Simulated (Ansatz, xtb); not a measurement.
Species: H$_{6}$S, charge 0, multiplicity 1. SMILES: [H][S@OH27]([H])([H])([H])([H])[H]
Structure (B3LYP-D3(BJ)/def2-TZVP (Ansatz, an electronic-structure program) minimum search):
```xyz
7

S      0.0000     0.0000     0.0000
H      1.4140    -0.0061     0.0019
H     -1.4140     0.0061    -0.0019
H      0.0062     1.4140    -0.0126
H     -0.0062    -1.4140     0.0126
H     -0.0018     0.0126     1.4140
H      0.0018    -0.0126    -1.4140
```
Charge 0, spin multiplicity 1.

Harmonic wavenumbers from GFN2-xTB (xtb, at its own minimum), cm⁻¹: 1221, 1221, 1221, 1261, 1262, 1262, 1509, 1510, 1510, 1692, 1692, 1692, 1765, 1765, 1949.

### Question
Give the harmonic wavenumbers at B3LYP-D3(BJ)/def2-TZVP (Ansatz, finite differences of forces, unscaled).

### Answer
1346, 1346, 1346, 1384, 1384, 1384, 1402, 1402, 1402, 1964, 1964, 2065, 2065, 2065, 2256 cm⁻¹. Zero-point energy 35.4 kcal/mol.

### Question
From these and the geometry, give the ideal-gas thermochemistry at 298.15 K and 1 atm (rigid rotor, harmonic oscillator).

### Answer
Point group Oh, rotational symmetry number 24. Rotational constants 62.69, 62.69, 62.69 GHz. S(trans) 36.84, S(rot) 11.50, S(vib) 0.19, S(elec, spin only) 0.00, S 48.5 cal/(mol K). H(298) - H(0) 2.42 kcal/mol; G - E(el) 23.4 kcal/mol.
